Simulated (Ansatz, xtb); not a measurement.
## Isomers of NOSi2+ in order of energy

3 gas-phase structures of NOSi2+, found in a search over its isomers (lower ones may exist). Each was relaxed with GFN2-xTB; where two conformers were screened, the lower at r2SCAN-D4/def2-SVP is listed:

A. `O=[Si]=[N+]=[Si]`, a singlet
B. `N#[Si][O+]=[Si]`, a singlet
C. `N#[Si][Si+]=O`, a singlet

Task: Which do you expect lowest at r2SCAN-D4/def2-SVP, and how would the others follow?

Result: Calculated order at r2SCAN-D4/def2-SVP: A (0.0), B (61.9), C (120.9) kcal/mol.

Energies above the lowest of each column, in kcal/mol:

```
structure  GFN2-xTB  HF/STO-3G  r2SCAN-D4/def2-SVP
        A       0.0        0.0                 0.0
        B      46.9       40.5                61.9
        C      58.0      118.4               120.9
```

Every level run on A puts it lowest or level with the lowest. Some further structures that were screened fall inside this span and aren't listed. Frequencies (PBE0-D3(BJ)/def2-SVP) were run for A alone.

Programs: Ansatz 0.2.0, xtb 6.7.1.
